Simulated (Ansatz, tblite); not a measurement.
Removing and adding an electron: Ga8P8H22, a nanocrystal cut from wurtzite GaP (hydrogen-capped). The state is a singlet with charge 0. Geometry: PBE-D4/def2-SVP. Ansatz, gas phase; energy differences of separate SCF runs; the oxidised species was run as a doublet alone; the reduced species was run as a doublet alone.

```xyz
38

Ga   -3.085   -0.970    3.214
P    -1.236    0.440    4.009
P    -2.141   -1.408    1.036
Ga   -2.031    0.547   -0.320
Ga    0.700    0.960    2.675
P    -0.224    1.811    0.648
P    -1.218   -0.034   -2.482
Ga   -1.192    1.846   -3.995
Ga    1.610    2.314   -0.790
P     0.553    3.101   -2.806
Ga   -0.145   -2.673    1.239
P     1.534   -1.150    1.976
P     0.476   -3.046   -1.065
Ga    0.853   -1.189   -2.561
Ga    3.469   -1.014    0.515
P     2.403    0.143   -1.335
H    -4.331   -0.012    3.078
H    -3.032   -2.282    4.089
H    -1.746    1.686    4.492
H    -0.740   -0.064    5.253
H    -3.072   -2.274    0.374
H    -3.373    1.374   -0.349
H     1.723    1.915    3.396
H    -0.782    3.082    0.999
H    -2.182   -0.951   -3.013
H    -2.517    2.686   -3.832
H    -0.548    1.412   -5.369
H     2.667    3.319   -0.199
H     0.099    4.431   -2.535
H     1.612    3.436   -3.707
H    -0.255   -4.021    2.045
H     2.020   -1.749    3.182
H    -0.527   -3.878   -1.653
H     1.567   -3.966   -1.138
H     1.328   -1.666   -3.985
H     4.533   -0.052    1.170
H     3.778   -2.487    0.020
H     3.454    0.384   -2.278
```

The xTB rows come from tblite. Single mean-field runs in def2-SVP are fitted with def2-universal-jkfit. HOMO above LUMO, or a gap near zero within one spin, warns that the state may not be the lowest or that an electron is smeared out.

```json
{"level": "GFN1-xTB", "−HOMO (eV)": "10.50", "vertical IE (eV)": "12.01", "−LUMO (eV)": "6.03", "vertical EA (eV)": "4.57", "HOMO–LUMO gap (eV)": "4.46", "IE − EA (eV)": "7.44", "remarks": "–"}
{"level": "LDA (SPW92)/def2-SVP", "−HOMO (eV)": "6.11", "vertical IE (eV)": "7.70", "−LUMO (eV)": "2.02", "vertical EA (eV)": "0.53", "HOMO–LUMO gap (eV)": "4.09", "IE − EA (eV)": "7.17", "remarks": "HOMO above zero (-1 doublet), gap within one spin near zero (+1 doublet), gap within one spin near zero (-1 doublet)"}
{"level": "PBE0-D4/def2-SVP", "−HOMO (eV)": "7.07", "vertical IE (eV)": "8.24", "−LUMO (eV)": "1.12", "vertical EA (eV)": "0.18", "HOMO–LUMO gap (eV)": "5.96", "IE − EA (eV)": "8.07", "remarks": "HOMO above zero (-1 doublet)"}
```

Question: Estimate the rows for GFN2-xTB, PBE-D4/def2-SVP.

Answer: 
```csv
level,−HOMO (eV),vertical IE (eV),−LUMO (eV),vertical EA (eV),HOMO–LUMO gap (eV),IE − EA (eV),remarks
GFN2-xTB,11.22,12.67,7.29,5.88,3.93,6.80,–
PBE-D4/def2-SVP,6.05,7.71,1.83,0.44,4.22,7.27,"HOMO above zero (-1 doublet), gap within one spin near zero (+1 doublet), gap within one spin near zero (-1 doublet)"
```

   A HOMO above zero means that the electron is unbound at that level or that self-interaction error raises the level; the energy of removing that electron tells which. Raw xTB energy differences between charge states are shifted by several eV; the methods need an empirical correction for them. Sets without diffuse functions give affinities that are too small.
